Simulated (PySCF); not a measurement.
Work out the structure from these simulated measurements.

Formula: C8H16O4Si.

| Quantity | Value |
| --- | --- |
| Rotational structure | rotational constants A, B, C: 0.723, 0.592, 0.489 GHz [PBE0-D3(BJ)/def2-SVP] |
| 1H NMR | chemical shifts (computed TMS as zero) by class: 1.97 (6 H), 1.00 (4 H), 1.00 (6 H) ppm [GIAO KT2/pcSseg-1] |
| UV, first state | lowest singlet excitation: 5.69 eV (218 nm, f = 0.002 summed over 2 states within 0.01 eV) [TDDFT B3LYP/def2-SVPD] |
| 13C NMR | chemical shifts (computed TMS as zero) by class: 164.4 (2 C), 21.6 (2 C), 7.9 (2 C), 7.4 (2 C) ppm [GIAO KT2/pcSseg-1] |
| Polarisability | 131.4 au [B3LYP/def2-SVPD] |
| UV, strongest line | among the 10 lowest singlet transitions: S5 at 6.95 eV (178 nm, f = 0.048) [TDDFT B3LYP/def2-SVPD] |

Electronic properties: PySCF, gas phase, density fitting. Levels stand in brackets. NMR shifts are as computed; neighbouring signals can stand in another order in a measured spectrum. Isolated species at its PBE0-D3(BJ)/def2-SVP geometry (one conformer only). Each NMR value is the plain mean over a class of atoms that symmetry, rotation or inversion makes alike.

Task: What is the compound? Reason from the data.

Result: 8 carbons fall into 4 classes; from least to most shielded: carbon bonded to C and 2 O (164.4 ppm, 2 C), carbon bonded to C and 3 H (21.6 ppm, 2 C), carbon bonded to C and 3 H (7.9 ppm, 2 C), carbon bonded to C, Si and 2 H (7.4 ppm, 2 C). Hydrogen classes from least to most shielded: 6 H on 2 like atoms (carbon bonded to C and 3 H) (1.97 ppm, a mean of values up to 0.9 ppm apart in this geometry), 4 H on 2 like atoms (carbon bonded to C, Si and 2 H) (1.00 ppm, a mean of values up to 0.6 ppm apart in this geometry), 6 H on 2 like atoms (carbon bonded to C and 3 H) (1.00 ppm). By its constants the optimised geometry is an asymmetric top. Structure: SiEt2(OAc)2 (`CC[Si](CC)(OC(C)=O)OC(C)=O`). The assignments are read from this structure; whether some other isomer fits the data as well wasn't checked.
